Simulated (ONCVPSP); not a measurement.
How hard is this manganese ONCV potential?

Mn (Z = 25), optimised norm-conserving Vanderbilt (ONCV), made with ONCVPSP 4.0.1 (PBE, scalar-relativistic). Core [Ne], reference 3s2 3p6 3d5 4s1 4p1. Waves: 3s+4s: rc 1.25 bohr, ncon 4, nbas 8, qcut 10.3 1/bohr, 2 projectors; 3p+4p: rc 1.50 bohr, ncon 4, nbas 8, qcut 10.8 1/bohr, 2 projectors; 3d: rc 1.95 bohr, ncon 4, nbas 9, qcut 8.6 1/bohr, 2 projectors, debl 1.1 Ha. Local part: polynomial inside 0.85 bohr (lpopt 3, dvloc0 0 Ha). Core correction: none.

Problem. For each optimised wave give the share of its norm inside rc, the residual kinetic energy above qcut (Ha) and the cutoffs (Ha) for errors of 10, 1, 0.1 and 0.01 mHa per electron.

Solution.

```tsv
wave	norm inside rc	residual KE	10 mHa	1 mHa	0.1 mHa	0.01 mHa
3s	0.892	1.0e-06	27.8	36.4	42.8	47.9
4s	0.034	5.0e-07	17.9	30.5	39.2	45.9
3p	0.931	6.7e-09	24.1	31.5	38.2	44.0
4p	0.021	1.7e-10	13.8	22.0	29.5	36.4
3d	0.872	5.7e-07	23.1	27.6	31.0	33.6
d projector 2	0.207	4.0e-06	23.8	28.8	32.6	35.6
```

The occupied waves need 36 Ha and 43 Ha for 1 and 0.1 mHa.
